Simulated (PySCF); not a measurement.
CuI, triplet, geometry from GFN2-xTB (such geometries of metal compounds can be far from the true shape) (the multiplicity is a formal guess) (core potentials on I); TPSS/def2-SV(P) run with PySCF.

Here is a job for PySCF.
```python
from pyscf import gto, scf, dft

mol = gto.M(
    atom='''
Cu   -0.00000000   -0.00000000   -1.62833231
I     0.00000000    0.00000000    0.89097428
''',
    basis='def2-sv(p)',
    ecp={'I': 'def2-sv(p)'},
    spin=2,
    verbose=4,
)

mf = dft.UKS(mol)
mf.xc = 'tpss'
mf.kernel()
```

Output, abridged:

```
PySCF version 2.14.0

[INPUT] verbose = 4
[INPUT] num. atoms = 2
[INPUT] num. electrons = 54
[INPUT] charge = 0
[INPUT] spin (= nelec alpha-beta = 2S) = 2
[INPUT] symmetry False subgroup None
[INPUT] Mole.unit = angstrom
[INPUT] Symbol           X                Y                Z      unit          X                Y                Z       unit  Magmom
[INPUT]  1 Cu     0.000000000000   0.000000000000  -1.628332310000 AA    0.000000000000   0.000000000000  -3.077102105680 Bohr   0.0
[INPUT]  2 I      0.000000000000   0.000000000000   0.890974280000 AA    0.000000000000   0.000000000000   1.683697373232 Bohr   0.0

nuclear repulsion = 152.285346864829
number of shells = 20
number of NR pGTOs = 127
number of NR cGTOs = 50
basis = def2-sv(p)
ecp = {'I': 'def2-sv(p)'}

******** <class 'pyscf.dft.uks.UKS'> ********
method = UKS
initial guess = minao
damping factor = 0
level_shift factor = 0
DIIS = <class 'pyscf.scf.diis.CDIIS'>
diis_start_cycle = 1
diis_space = 8
diis_damp = 0
SCF conv_tol = 1e-09
SCF conv_tol_grad = None
SCF max_cycles = 50
direct_scf = True
direct_scf_tol = 1e-13
number electrons alpha = 28  beta = 26
XC library pyscf.dft.libxc version 7.1.2
    S. Lehtola, C. Steigemann, M. J. T. Oliveira, and M. A. L. Marques,  SoftwareX 7, 1–5 (2018)
XC functionals = tpss
    J. Tao, J. P. Perdew, V. N. Staroverov, and G. E. Scuseria,  Phys. Rev. Lett. 91, 146401 (2003)
    J. P. Perdew, J. Tao, V. N. Staroverov, and G. E. Scuseria,  J. Chem. Phys. 120, 6898 (2004)
    J. Tao, J. P. Perdew, V. N. Staroverov, and G. E. Scuseria,  Phys. Rev. Lett. 91, 146401 (2003)
    J. P. Perdew, J. Tao, V. N. Staroverov, and G. E. Scuseria,  J. Chem. Phys. 120, 6898 (2004)
radial grids:
    Treutler-Ahlrichs [JCP 102, 346 (1995); DOI:10.1063/1.469408] (M4) radial grids

becke partition: Becke, JCP 88, 2547 (1988); DOI:10.1063/1.454033
pruning grids: <function nwchem_prune>
grids dens level: 3
symmetrized grids: False
atomic radii adjust function: <function treutler_atomic_radii_adjust>
small_rho_cutoff = 0
Set gradient conv threshold to 3.16228e-05
tot grids = 42600
init E= -1906.70135088496

cycle= 1 E= -1894.07102872175  delta_E= 12.6  |g|= 7.91  |ddm|= 9.21

cycle= 2 E= -1815.01155706062  delta_E= 79.1  |g|= 5.68  |ddm|= 13.9

cycle= 3 E= -1878.67272992669  delta_E= -63.7  |g|= 5.41  |ddm|= 16.3

cycle= 4 E= -1933.06003570009  delta_E= -54.4  |g|=  3.3  |ddm|= 8.68
cycle= 5 E= -1881.96593239534  delta_E= 51.1  |g|= 4.89  |ddm|= 10.5
cycle= 6 E= -1887.28069946091  delta_E= -5.31  |g|= 5.29  |ddm|= 4.41

cycle= 7 E= -1886.37068199124  delta_E= 0.91  |g|= 5.11  |ddm|=  1.8

cycle= 8 E= -1887.28699357439  delta_E= -0.916  |g|= 5.29  |ddm|=  1.8
cycle= 9 E= -1887.34152514455  delta_E= -0.0545  |g|=  5.3  |ddm|= 1.27
cycle= 10 E= -1887.98437480673  delta_E= -0.643  |g|=  5.4  |ddm|= 0.78

cycle= 11 E= -1926.01722991294  delta_E=  -38  |g|= 3.24  |ddm|= 14.9

cycle= 12 E= -1937.49944401534  delta_E= -11.5  |g|= 0.917  |ddm|= 8.34
cycle= 13 E= -1937.49467428062  delta_E= 0.00477  |g|= 0.745  |ddm|= 2.45

cycle= 14 E= -1937.69678934887  delta_E= -0.202  |g|= 0.481  |ddm|= 1.73

cycle= 15 E= -1937.85578339229  delta_E= -0.159  |g|= 0.106  |ddm|= 1.22

cycle= 16 E= -1937.86027932924  delta_E= -0.0045  |g|= 0.0207  |ddm|= 0.11

cycle= 17 E= -1937.86015893023  delta_E= 0.00012  |g|= 0.0278  |ddm|= 0.0463

cycle= 18 E= -1937.86016054167  delta_E= -1.61e-06  |g|= 0.0268  |ddm|= 0.00685

cycle= 19 E= -1937.85960442686  delta_E= 0.000556  |g|= 0.0436  |ddm|= 0.0176

cycle= 20 E= -1937.86048738913  delta_E= -0.000883  |g|= 0.00224  |ddm|= 0.048

cycle= 21 E= -1937.86049023273  delta_E= -2.84e-06  |g|= 0.000451  |ddm|= 0.0034

cycle= 22 E= -1937.86049032954  delta_E= -9.68e-08  |g|= 7.33e-05  |ddm|= 0.000451

cycle= 23 E= -1937.86049033326  delta_E= -3.72e-09  |g|= 3.15e-05  |ddm|= 0.000715

cycle= 24 E= -1937.86049033282  delta_E= 4.48e-10  |g|= 3.18e-05  |ddm|= 0.000156

cycle= 25 E= -1937.86049033593  delta_E= -3.12e-09  |g|= 3.1e-05  |ddm|= 0.00117

cycle= 26 E= -1937.86049033372  delta_E= 2.22e-09  |g|= 3.1e-05  |ddm|= 0.000832

cycle= 27 E= -1937.86049033527  delta_E= -1.55e-09  |g|= 3.09e-05  |ddm|= 0.000584

cycle= 28 E= -1937.86049033735  delta_E= -2.08e-09  |g|= 3.09e-05  |ddm|= 0.000781

cycle= 29 E= -1937.86049033183  delta_E= 5.52e-09  |g|= 3.16e-05  |ddm|= 0.00206

cycle= 30 E= -1937.86049030443  delta_E= 2.74e-08  |g|= 3.36e-05  |ddm|= 0.0101

cycle= 31 E= -1937.86049037949  delta_E= -7.51e-08  |g|= 4.04e-05  |ddm|= 0.0285

cycle= 32 E= -1937.86048833551  delta_E= 2.04e-06  |g|= 0.00201  |ddm|= 0.155

cycle= 33 E= -1937.86048832425  delta_E= 1.13e-08  |g|= 0.00201  |ddm|= 0.0013

cycle= 34 E= -1937.86048851292  delta_E= -1.89e-07  |g|= 0.00193  |ddm|= 0.00319

cycle= 35 E= -1937.86048632916  delta_E= 2.18e-06  |g|= 0.00275  |ddm|= 0.0313

cycle= 36 E= -1937.86048590792  delta_E= 4.21e-07  |g|= 0.00288  |ddm|= 0.00412

cycle= 37 E= -1937.8604903512  delta_E= -4.44e-06  |g|= 3.3e-05  |ddm|= 0.196

cycle= 38 E= -1937.86049044657  delta_E= -9.54e-08  |g|= 0.000253  |ddm|= 0.0543

cycle= 39 E= -1937.86049015017  delta_E= 2.96e-07  |g|= 0.000214  |ddm|= 0.117

cycle= 40 E= -1937.86049039866  delta_E= -2.48e-07  |g|= 4.12e-05  |ddm|= 0.0812

cycle= 41 E= -1937.86049041526  delta_E= -1.66e-08  |g|= 6.78e-05  |ddm|= 0.00741

cycle= 42 E= -1937.86048720345  delta_E= 3.21e-06  |g|= 0.00245  |ddm|= 0.153

cycle= 43 E= -1937.86048598107  delta_E= 1.22e-06  |g|= 0.00285  |ddm|= 0.016

cycle= 44 E= -1937.8604859012  delta_E= 7.99e-08  |g|= 0.00288  |ddm|= 0.00244

cycle= 45 E= -1937.86047902251  delta_E= 6.88e-06  |g|= 0.00449  |ddm|= 0.0525

cycle= 46 E= -1937.86045227538  delta_E= 2.67e-05  |g|= 0.00813  |ddm|= 0.0762

cycle= 47 E= -1937.86048909979  delta_E= -3.68e-05  |g|= 0.00165  |ddm|= 0.159

cycle= 48 E= -1937.86049055914  delta_E= -1.46e-06  |g|= 0.000341  |ddm|= 0.0403

cycle= 49 E= -1937.86048811712  delta_E= 2.44e-06  |g|= 0.00213  |ddm|= 0.13

cycle= 50 E= -1937.86049063724  delta_E= -2.52e-06  |g|= 0.000331  |ddm|= 0.0762
SCF not converged.
SCF energy = -1937.86049063724 after 50 cycles  <S^2> = 2.002072  2S+1 = 3.001381
```

Convergence was not reached.
